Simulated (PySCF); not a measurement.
# BeSi⁺: frontier orbitals

CAM-B3LYP at R = 2.306 Å; PySCF, no relativity, basis sets Be def2-SVPD, Si def2-SVPD. State: ²Π (doublet), unpaired electrons π ↑. Only the outer orbitals are listed, counted within each symmetry.

| spin | orbital | occ. | ε (eV) | on Be (%) | main shells (%) |
| --- | --- | --- | --- | --- | --- |
| α | 5σ | 1 | -20.67 | 12 | 85 Si s, 9 Be s |
| α | 6σ | 1 | -14.35 | 47 | 45 Be s, 37 Si p, 14 Si s |
| α | 2π | 1 | -12.67 | 13 | 85 Si p, 13 Be p |
| α | 2π | 0 | -8.20 | 24 | 74 Si p, 24 Be p |
| α | 7σ | 0 | -8.05 | 76 | 41 Be p, 34 Be s, 22 Si p |
| α | 3π | 0 | -5.79 | 79 | 79 Be p, 16 Si p |
| β | 5σ | 1 | -19.71 | 15 | 83 Si s, 11 Be s |
| β | 6σ | 1 | -14.04 | 48 | 47 Be s, 35 Si p, 15 Si s |
| β | 2π | 0 | -8.02 | 28 | 71 Si p, 28 Be p |
| β | 7σ | 0 | -7.99 | 74 | 44 Be p, 30 Be s, 23 Si p |
| β | 2π | 0 | -7.39 | 39 | 59 Si p, 39 Be p |

**Question.** Which are the highest filled and the lowest empty level, where do they sit, and how wide is the gap?

**Answer.** Highest filled α 2π at -12.67 eV (in %: 85 Si p, 13 Be p); lowest empty α 2π at -8.20 eV (in %: 74 Si p, 24 Be p); the gap at CAM-B3LYP is 4.47 eV. Both belong to one degenerate shell, split only by its one-sided filling, so this is no excitation gap.

| Item | Value |
| --- | --- |
| bond order (Mayer) | 1.17 |
| ⟨S²⟩ | 0.755 |
| charge on Be (Mulliken, basis-dependent) | 0.63 |
| charge on Be (Löwdin, basis-dependent) | 0.60 |
| dipole moment (positive dipole points towards Si; it is taken about the centre of mass and depends on that origin) | -4.93 D |
| polarisability along the bond | 89.4 bohr³ |
| polarisability across the bond | 41.9 bohr³ |

The state was picked by a PBE0 search and need not be the measured ground state.
